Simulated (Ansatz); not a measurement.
**Relative energies of C4H11B isomers**

2 of its isomers, all singlets with charge 0: A = `CBC(C)C`; B = `BCC(C)C`.

Shapes, held fixed at every level: PBE0-D4/def2-TZVP. Flexible molecules stand in one conformer, not always the lowest. Programs: Ansatz 0.2.0.

Electronic energies in kJ/mol, without zero-point or thermal terms.

```csv
level,kind,B − A
HF/def2-SVP,Hartree–Fock,+35.9
BHLYP-D4/def2-TZVPP,global hybrid,+40.0
r2SCAN0-D4/def2-TZVPP,global hybrid,+43.0
B2PLYP/def2-TZVPP,double hybrid,+41.1
CCSD/def2-SVP,coupled cluster or CI,+34.3
CCSD(T)/def2-TZVPP,coupled cluster or CI,+38.0
CCSD/def2-TZVPP,coupled cluster or CI,+37.8
CCSD(T)/CBS estimate,coupled cluster or CI,+38.6
```

The highest level, CCSD(T)/CBS estimate, puts A lowest of these. All levels agree on that. The B − A difference spans +34.3 to +43.0 kJ/mol over the levels. The CBS estimate extrapolates MP2 from def2-TZVPP and def2-QZVPP and adds CCSD(T) − MP2 in the triple-zeta set, cores frozen.
